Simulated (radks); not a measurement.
Spherical jellium clusters: N electrons in a uniform positive sphere of charge N and radius rs N^(1/3), rs = 2.03 bohr. Method: non-relativistic Kohn-Sham, PBE, spin-polarised, spherical densities; computed with a radial shooting solver with Libxc functionals. Levels are named by radial order and angular momentum (1s, 1p, 1d, 2s, ...), and open shells are averaged over m. Each electron was tried in the lowest free levels, single moves between levels near the top were tried too, and the lowest total energy was kept; such a search can miss a lower state. Energies include the self-energy of the background; IP and EA are vertical (highest electron removed, lowest free level filled), at fixed background; spill-out counts the electrons outside the background radius R, and alpha is the static dipole polarisability from linear response (closed shells only). A dash means not computed or, for alpha, an open shell; in EA it means that no bound solution was reached, which is typical of self-interaction and does not show that the anion is unstable. Real open-shell clusters deform, which this model forbids.

N	open shells	2S	E(N+1) + E(N-1) - 2E(N) (eV)	EA (eV)	-e(HOMO) (eV)	spill-out (e)
1	1s(up 1, down 0)	1	-	-	4.487	0.61
2	none	0	2.940	-	5.289	0.88
3	1p(up 1, down 0)	1	-1.131	-	2.431	1.33
4	1p(up 2, down 0)	2	-1.121	-	3.580	1.64
5	1p(up 3, down 0)	3	0.596	-	4.394	1.86
6	1p(up 3, down 1)	2	-1.079	-	3.859	2.07
7	1p(up 3, down 2)	1	-0.791	2.311	4.650	2.23
8	none	0	3.604	-	5.217	2.37
9	2s(up 1, down 0)	1	-0.405	-	2.266	2.81
10	1d(up 2, down 0)	2	-0.649	-	2.486	2.91
11	1d(up 3, down 0)	3	-0.528	-	3.029	3.12
12	1d(up 4, down 0)	4	-0.480	-	3.486	3.29
13	1d(up 5, down 0)	5	0.261	-	3.876	3.44
14	1d(up 5, down 0) 2s(up 1, down 0)	6	0.246	-	3.759	3.76
15	1d(up 5, down 1) 2s(up 1, down 0)	5	-0.526	-	3.588	3.89
16	1d(up 5, down 2) 2s(up 1, down 0)	4	-0.624	2.069	4.003	4.01
17	1d(up 5, down 4)	1	-0.372	2.385	4.347	3.98
18	none	0	0.125	2.378	4.636	4.08
19	2s(up 1, down 0)	1	0.352	2.197	4.551	4.31
20	none	0	2.477	-	4.352	4.58
21	1f(up 1, down 0)	1	-0.342	-	1.955	4.75
22	1f(up 2, down 0)	2	-	-	2.307	4.91

All shells are closed at N = 2, 8, 18, 20 (there: 1s2 1p6 1d10 2s2); the second difference of the energy has clear peaks (12 % above both neighbours; the first and last values, which can be the largest, are not judged, and half-filled shells can peak too) at N = 5, 8, 20.
